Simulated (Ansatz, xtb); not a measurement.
**C5H4FNO: 7 structures ranked**

7 gas-phase structures of C5H4FNO, from a drawn sample of its isomers (lower ones may exist). Each was relaxed with GFN2-xTB; where two conformers were screened, the lower at r2SCAN-D4/def2-SVP//GFN2-xTB is listed:

A. `O=Cn1cccc1F`, a singlet
B. `O=Cc1cc[nH]c1F`, a singlet
C. `O=Cc1cc(F)c[nH]1`, a singlet
D. `O=Cc1[nH]ccc1F`, a singlet
E. `O=Cc1ccc(F)[nH]1`, a singlet
F. `O=Cc1c[nH]c(F)c1`, a singlet
G. `O=Cn1ccc(F)c1`, a singlet

Question: Make a reasoned guess at their ranking by r2SCAN-D4/def2-SVP//GFN2-xTB single-point energy.

Answer: Calculated order at r2SCAN-D4/def2-SVP//GFN2-xTB: E (0.0), D (6.3), C (9.8), G (18.4), A (20.9), F (23.2), B (23.5) kJ/mol. Less than 1 kcal/mol parts D and C; G and A; A and F; F and B, so the order within those pairs means little.

Energies above the lowest of each column, in kJ/mol; the last columns are at r2SCAN-D4/def2-SVP geometries and were run for some of them only (a dash: not run or not comparable):

```json
{"structure": "E", "GFN2-xTB": "19.4", "HF/STO-3G": "12.7", "r2SCAN-D4/def2-SVP//GFN2-xTB": "0.0", "r2SCAN-D4/def2-SVP": "0.0", "CCSD(T)/def2-SVP + ΔMP2/def2-TZVPP": "0.0"}
{"structure": "D", "GFN2-xTB": "22.5", "HF/STO-3G": "17.6", "r2SCAN-D4/def2-SVP//GFN2-xTB": "6.3", "r2SCAN-D4/def2-SVP": "6.5", "CCSD(T)/def2-SVP + ΔMP2/def2-TZVPP": "5.1"}
{"structure": "C", "GFN2-xTB": "24.8", "HF/STO-3G": "23.1", "r2SCAN-D4/def2-SVP//GFN2-xTB": "9.8", "r2SCAN-D4/def2-SVP": "10.0", "CCSD(T)/def2-SVP + ΔMP2/def2-TZVPP": "7.2"}
{"structure": "G", "GFN2-xTB": "0.1", "HF/STO-3G": "7.6", "r2SCAN-D4/def2-SVP//GFN2-xTB": "18.4", "r2SCAN-D4/def2-SVP": "17.3", "CCSD(T)/def2-SVP + ΔMP2/def2-TZVPP": "7.2"}
{"structure": "A", "GFN2-xTB": "0.0", "HF/STO-3G": "0.0", "r2SCAN-D4/def2-SVP//GFN2-xTB": "20.9", "r2SCAN-D4/def2-SVP": "19.7", "CCSD(T)/def2-SVP + ΔMP2/def2-TZVPP": "11.7"}
{"structure": "F", "GFN2-xTB": "35.7", "HF/STO-3G": "19.1", "r2SCAN-D4/def2-SVP//GFN2-xTB": "23.2", "r2SCAN-D4/def2-SVP": "23.2", "CCSD(T)/def2-SVP + ΔMP2/def2-TZVPP": "15.0"}
{"structure": "B", "GFN2-xTB": "35.2", "HF/STO-3G": "15.9", "r2SCAN-D4/def2-SVP//GFN2-xTB": "23.5", "r2SCAN-D4/def2-SVP": "–", "CCSD(T)/def2-SVP + ΔMP2/def2-TZVPP": "–"}
```

CCSD(T)/def2-SVP + ΔMP2/def2-TZVPP puts E lowest of those it was run on; GFN2-xTB picks A, HF/STO-3G picks A. Flexible structures stand in one conformer each, not always the lowest. Frequencies (GFN2-xTB) were run for A, C, D, E, F, G alone. ΔMP2 is the change of the MP2 energy from the smaller to the larger basis.

Over these structures GFN2-xTB departs from r2SCAN-D4/def2-SVP//GFN2-xTB by 14.1 kJ/mol on average once a common shift is removed. A GFN2-xTB relaxation took about 0.076 s and the r2SCAN-D4/def2-SVP//GFN2-xTB energy about 3.9 s on a shared host (Ansatz 0.2.0, xtb 6.7.1).
